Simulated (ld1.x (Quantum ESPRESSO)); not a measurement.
An all-electron radial function and its pseudo partner (Cr)

Columns: radius, all-electron u(r) and pseudo u(r) of the 4s shell (level -4.01 eV) of chromium in the configuration [Ar] 3d5 4s1 4p0; Wu–Cohen, scalar-relativistic, TM semilocal scheme, ld1.x (Quantum ESPRESSO) 7.5.

| r (bohr) | all-electron | pseudo |
| --- | --- | --- |
| 0.143 | -0.1160 | -0.0140 |
| 0.285 | -0.0885 | -0.0287 |
| 0.428 | 0.1027 | -0.0452 |
| 0.570 | 0.2261 | -0.0643 |
| 0.713 | 0.2461 | -0.0874 |
| 0.855 | 0.1906 | -0.1151 |
| 0.998 | 0.0945 | -0.1488 |
| 1.140 | -0.0153 | -0.1887 |
| 1.283 | -0.1248 | -0.2354 |
| 1.425 | -0.2245 | -0.2871 |
| 1.568 | -0.3120 | -0.3424 |
| 1.710 | -0.3851 | -0.3972 |
| 1.853 | -0.4451 | -0.4487 |
| 1.995 | -0.4922 | -0.4929 |
| 2.138 | -0.5285 | -0.5286 |
| 2.280 | -0.5547 | -0.5547 |
| 2.423 | -0.5726 | -0.5726 |
| 2.565 | -0.5831 | -0.5831 |
| 2.708 | -0.5874 | -0.5874 |
| 2.850 | -0.5864 | -0.5864 |
| 2.992 | -0.5809 | -0.5809 |
| 3.135 | -0.5716 | -0.5716 |
| 3.278 | -0.5592 | -0.5592 |
| 3.420 | -0.5444 | -0.5444 |
| 3.563 | -0.5275 | -0.5275 |
| 3.705 | -0.5092 | -0.5092 |

Problem. How many radial nodes do the two functions have?

Solution. The all-electron 4s function has n − l − 1 = 3 (the table is too coarse to show those close to the nucleus); the pseudo-wave has 0, since the states of the same l below it are removed with the core.

Problem. At about which radius was the pseudo-wave matched?

Solution. 2.35 bohr. The columns agree to 0.0005 from 2.14 bohr on; several derivatives are matched, so the curves merge somewhat inside the radius.

Problem. Is the pseudo-wave norm-conserving?

Solution. Yes: the TM semilocal scheme keeps the norm inside the radius equal to the all-electron one, which fixes the energy derivative of the logarithmic derivative at the level.
